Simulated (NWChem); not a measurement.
BiF$_{3}$; SMILES [Bi]([F])([F])[F]

def2 effective core potentials on Bi; no spin-orbit coupling.

Give the equilibrium geometry at PBE-D3(BJ)/def2-SVP with def2 effective core potentials on Bi (NWChem) as a Z-matrix, with the point group.

point group C3v; any orientation.
```
Bi
F 1 2.0429
F 1 2.0429 2 96.55
F 1 2.0429 2 96.55 3 97.40
```
